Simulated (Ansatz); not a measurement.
`S=CB(S)Cl` and `OB(Cl)C=S` differ in one atom or group.

Ansatz, PBE0-D4/def2-TZVP geometries, multiplicity 1. Each molecule was computed in one conformer, which needn't be the lowest.

```tsv
property	`S=CB(S)Cl`
HOMO energy (ωB97M-V/def2-TZVPP) / eV	-9.00
HOMO–LUMO gap (B3LYP/def2-TZVPP) / eV	2.86
HOMO–LUMO gap (PBE0/def2-TZVPP) / eV	3.26
HOMO–LUMO gap (PBE/def2-TZVPP) / eV	1.18
size of the dipole moment (PBE/def2-TZVPP) / D	2.15
HOMO–LUMO gap (ωB97M-V/def2-TZVPP) / eV	7.58
```

(1) Give the same properties after the change, and the shifts. (An estimate is asked.)

## Answers

(1) Computed: 
```
                                      property  `OB(Cl)C=S`  shift
         HOMO energy (ωB97M-V/def2-TZVPP) / eV        -9.42  -0.42
         HOMO–LUMO gap (B3LYP/def2-TZVPP) / eV         3.27   0.41
          HOMO–LUMO gap (PBE0/def2-TZVPP) / eV         3.68   0.42
           HOMO–LUMO gap (PBE/def2-TZVPP) / eV         1.56   0.38
size of the dipole moment (PBE/def2-TZVPP) / D         1.09  -1.06
       HOMO–LUMO gap (ωB97M-V/def2-TZVPP) / eV         8.06   0.48
```

Dipoles are sizes alone; their direction can turn.

B3LYP here is the variant with VWN-RPA as its local correlation; programs differ in this.
